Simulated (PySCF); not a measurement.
The scaffold SiH2Cl-X carries different groups X. Isolated molecules, 0 K electronic values unless said otherwise. One relaxed conformer stands for each flexible species; it need not be the lowest. Strings in code marks are SMILES.

Computed with PBE-D3(BJ)/def2-TZVP // PBE0-D4/def2-TZVP (PySCF). All candidates: neutral, multiplicity 1. Delta-SCF ions had no search for a lower state. Excitations are Tamm–Dancoff values on a coarser integration grid. The basis has no diffuse functions, so Rydberg states are missing or too high.

```yaml
S1 excitation (TDA): 6.32 eV
HOMO–LUMO gap: 6.17 eV
vertical ionisation energy (Delta-SCF): 10.44 eV
```

Task: Say which member has these values.
A. `O=C[SiH2]Cl` (O–C–Si–Cl torsion 180°)
B. `Cl[SiH2]Br`
C. `CS[SiH2]Cl` (C–S–Si–Cl torsion 64°)
D. `CC(C)[SiH2]Cl` (C–C–Si–Cl torsion 177°)

Result: B, `Cl[SiH2]Br`. The others give `O=C[SiH2]Cl` (O–C–Si–Cl torsion 180°): 3.12 eV, 2.80 eV, 9.42 eV; `CC(C)[SiH2]Cl` (C–C–Si–Cl torsion 177°): 6.54 eV, 6.42 eV, 9.68 eV; `CS[SiH2]Cl` (C–S–Si–Cl torsion 64°): 5.29 eV, 5.11 eV, 9.27 eV
